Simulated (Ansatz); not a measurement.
**Telling isomers of GaGeH3N apart by their spectra**

These gas-phase data were calculated for one isomer of GaGeH3N at B3LYP/6-31G* (harmonic, unscaled wavenumbers; equilibrium rotational constants with average atomic masses):

- rotational constants: 112.1, 1.41, 1.403 GHz
- all wavenumbers above 1500 cm⁻¹: 3633, 3526, 1817, 1581

Candidates:

(1) `[Ga][NH][GeH2]`, a doublet
(2) `[NH2][Ga][GeH]`, a doublet

Problem. Assign the data to one candidate and say why.

Solution. Candidate (2). 2 modes lie between 3250 and 3800 cm⁻¹, one for each N–H bond, while (1) has 1.

The same quantities for all candidates:

```tsv
	rotational constants (GHz)	wavenumbers above 1500 cm⁻¹	E above the lowest, B3LYP/6-31G* (kcal/mol)
(1)	30.57, 1.213, 1.175	3496, 2010, 1938	3.6
(2)	112.1, 1.41, 1.403	3633, 3526, 1817, 1581	0.0
```

Harmonic stretches to hydrogen usually lie a few per cent above observed fundamentals. Each candidate is one conformer. Open shells are spin-unrestricted. Programs: Ansatz 0.2.0.
